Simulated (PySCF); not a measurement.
Compound: C3H7NOSi.
Geometry (GFN2-xTB, Å), atoms numbered from 1 in this order:
```xyz
13
C3H7NOSi angstrom
C      2.107    0.410    0.672
C      1.125   -0.476    0.595
Si     0.073   -0.803   -0.936
C     -1.690   -0.109   -0.580
N     -1.797    0.846    0.373
O     -2.661   -0.494   -1.203
H      2.391    1.014   -0.175
H      2.679    0.573    1.574
H      0.898   -1.058    1.483
H      0.613   -0.079   -2.090
H     -0.044   -2.237   -1.199
H     -0.999    1.164    0.892
H     -2.701    1.248    0.576
```

Mayer bond orders were computed from the PBE0/pcSseg-1 density (PySCF). Isolated species at its GFN2-xTB geometry (one conformer only).

Question: Rank these bonds by Mayer order, highest first.
A. C4–O6
B. C2–Si3
C. C4–N5
D. C1–C2
E. Si3–C4

Answer: D (1.97), A (1.86), C (1.17), B (0.88), E (0.82).

Question: Set the orders of all bonds between heavy atoms beside their lengths and the difference of the Mulliken charges at their ends.

Answer: 
```csv
bond,Mayer order,length (Å),q(first) − q(second) (e)
C1–C2,1.971,1.325,+0.389
C4–O6,1.860,1.216,+0.580
C4–N5,1.174,1.353,+0.536
C2–Si3,0.883,1.886,-1.226
Si3–C4,0.817,1.928,+0.536
```

For a closed shell the Mayer order of atoms A and B is Σ (PS)μν (PS)νμ over the basis functions μ on A and ν on B, with P the density and S the overlap matrix.

The run behind these numbers computed NMR shieldings as well. The run took 33 s wall (with the writing of density and orbital grids) on one thread of an Intel Xeon Platinum 8259CL at 2.50 GHz, no GPU, on a shared host, and the process peaked at 0.70 GiB of memory.
